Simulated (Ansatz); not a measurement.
The cluster Ga₉P₉, relaxed as a singlet with RKS PBE-D4/def2-SVP in Ansatz, starting from the GFN1-xTB geometry. Force threshold 0.03 eV/Å.

Single mean-field runs in def2-SVP are fitted with def2-universal-jkfit. Another isomer (singlet) lies 0.03 eV lower at PBE0-D4/def2-TZVP; other spin states weren't run for this one.

Start:

Cartesian coordinates in Å:
```
Ga -1.8526 -2.5549 1.8381
Ga -2.7901 0.0158 0.7701
Ga 2.8897 0.4153 -1.1422
Ga 1.4938 -1.6966 -1.8418
Ga 0.2513 1.9931 1.4253
Ga 0.1425 -0.7744 1.2025
Ga -2.0991 0.0248 -2.2651
Ga 1.3608 -0.8814 3.5384
Ga 0.9095 3.7639 -0.4813
P 0.5563 1.5486 -1.9244
P 0.2138 -0.0029 -3.3472
P -0.7513 3.3137 -2.3317
P -1.1705 0.5587 2.7793
P -1.2765 2.0643 -0.6272
P 0.7479 -3.0671 1.9081
P 2.2307 0.4922 1.2935
P 0.2999 -3.3788 -0.1606
P -1.1561 -1.8342 -0.6340
```

```json
{"step": "1", "energy (eV)": "-554819.1198", "largest force component (eV/Å)": "1.058", "SCF passes": "30"}
{"step": "2", "energy (eV)": "-554819.5406", "largest force component (eV/Å)": "0.496", "SCF passes": "30"}
{"step": "3", "energy (eV)": "-554819.6991", "largest force component (eV/Å)": "0.257", "SCF passes": "31"}
{"step": "4", "energy (eV)": "-554819.8329", "largest force component (eV/Å)": "0.351", "SCF passes": "30"}
{"step": "5", "energy (eV)": "-554820.0391", "largest force component (eV/Å)": "0.310", "SCF passes": "30"}
{"step": "6", "energy (eV)": "-554820.2612", "largest force component (eV/Å)": "0.268", "SCF passes": "29"}
{"step": "7", "energy (eV)": "-554820.4019", "largest force component (eV/Å)": "0.262", "SCF passes": "30"}
{"step": "8", "energy (eV)": "-554820.4862", "largest force component (eV/Å)": "0.210", "SCF passes": "29"}
{"step": "9", "energy (eV)": "-554820.5197", "largest force component (eV/Å)": "0.093", "SCF passes": "26"}
{"step": "10", "energy (eV)": "-554820.5319", "largest force component (eV/Å)": "0.100", "SCF passes": "25"}
{"step": "11", "energy (eV)": "-554820.5411", "largest force component (eV/Å)": "0.087", "SCF passes": "25"}
{"step": "13", "energy (eV)": "-554820.5586", "largest force component (eV/Å)": "0.066", "SCF passes": "25"}
{"step": "15", "energy (eV)": "-554820.5709", "largest force component (eV/Å)": "0.044", "SCF passes": "24"}
{"step": "17", "energy (eV)": "-554820.5738", "largest force component (eV/Å)": "0.032", "SCF passes": "25"}
{"step": "19", "energy (eV)": "-554820.5754", "largest force component (eV/Å)": "0.023", "SCF passes": "24"}
{"step": "21", "energy (eV)": "-554820.5783", "largest force component (eV/Å)": "0.046", "SCF passes": "25"}
{"step": "23", "energy (eV)": "-554820.5864", "largest force component (eV/Å)": "0.099", "SCF passes": "26"}
{"step": "25", "energy (eV)": "-554820.6123", "largest force component (eV/Å)": "0.118", "SCF passes": "26"}
{"step": "27", "energy (eV)": "-554820.6906", "largest force component (eV/Å)": "0.198", "SCF passes": "26"}
{"step": "29", "energy (eV)": "-554820.7832", "largest force component (eV/Å)": "0.292", "SCF passes": "30"}
{"step": "31", "energy (eV)": "-554821.1484", "largest force component (eV/Å)": "0.473", "SCF passes": "30"}
{"step": "33", "energy (eV)": "-554821.4793", "largest force component (eV/Å)": "0.291", "SCF passes": "30"}
{"step": "35", "energy (eV)": "-554821.5178", "largest force component (eV/Å)": "0.226", "SCF passes": "28"}
{"step": "37", "energy (eV)": "-554821.5542", "largest force component (eV/Å)": "0.043", "SCF passes": "23"}
{"step": "39", "energy (eV)": "-554821.5564", "largest force component (eV/Å)": "0.017", "SCF passes": "23"}
```

Force components are those of the run's own axes.

End:

```xyz
18

Ga   -2.366   -3.337    1.913
Ga   -3.032    0.364    1.109
Ga    2.923    2.110   -0.482
Ga    1.334   -1.165   -0.813
Ga   -0.126    1.794    0.917
Ga   -0.260   -0.782    1.977
Ga   -1.174   -0.107   -1.661
Ga    2.681   -2.343    1.393
Ga    0.663    3.577   -0.714
P     1.393    1.824   -2.674
P     0.775   -0.293   -2.953
P    -0.526    3.055   -2.707
P    -1.341    1.118    2.803
P    -1.723    2.078   -1.026
P     0.301   -3.102    2.152
P     1.846    0.264    1.004
P     0.225   -3.243   -0.125
P    -1.593   -1.814   -0.111
```

Bonds lost: Ga3–Ga4, P10–P14 (atoms count from 1). Bonds formed: Ga4–P16 (atoms count from 1). Metal–metal contacts that move far: Ga3–Ga9 3.95 to 2.70 Å, Ga6–Ga8 2.64 to 3.38 Å, Ga1–Ga6 2.75 to 3.31 Å.

The force fell under the threshold at step 18, but the optimiser went on and released 0.982 eV more. No frequencies were taken in this run, so the end may be a saddle point.

Hardware: 2 threads of AMD EPYC 7R13 on a shared host and a share (18 GiB) of an NVIDIA H100 80GB HBM3. Wall time 2.3 min, peak host memory 1 GiB.
